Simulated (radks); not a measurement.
Task: These are the eigenvalues of the occupied orbitals of an atom or ion with whole-number occupations (eV). Calculated with a radial shooting solver on a logarithmic mesh with Libxc functionals: scalar-relativistic Kohn-Sham, r2SCAN, spin-polarised, spherical densities, finite nucleus; meta-GGA in the generalised Kohn-Sham scheme; Fermi nuclear charge, rms radius of each element as measured or else 0.836 A^(1/3) + 0.57 fm.

1s up: -34951.32
1s down: -34950.59
2s up: -5892.787
2s down: -5892.630
2p up: -5339.049
2p down: -5338.542
3s up: -1600.225
3s down: -1599.775
3p up: -1419.885
3p down: -1419.284
3d up: -1155.571
3d down: -1154.928
4s up: -639.6114
4s down: -636.4695
4p up: -575.8561
4p down: -572.7820

Which element is it, and in what charge state? The configuration may be excited. Open shells, if any, are filled with parallel spins first.

Result: Z = 54, xenon, charge +19: Xe19+ in [Ar] 3d10 4s2 4p5. The list shows which subshells hold electrons but not how many an open one holds; the 1s level, -1284.4 hartree, gives Z - s = 50.7 by -(Z - s)^2/2, which with screening and relativity narrows Z to a few neighbours, and the depths of the outer levels then fix element, charge and occupations together.
